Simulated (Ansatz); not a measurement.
Q: Name a neutral molecule of B, C, F, O, S and H with HOMO energy (ωB97M-V/def2-TZVPP) between -9.55 and -9.25 eV and HOMO–LUMO gap (PBE/def2-TZVPP) between 4.50 and 4.80 eV (Ansatz, PBE0-D4/def2-TZVP geometry).

A: `CB(F)C(O)S` (-9.49 eV, 4.68 eV). Other molecules can fit too; these were computed, each in one conformer that needn't be the lowest.
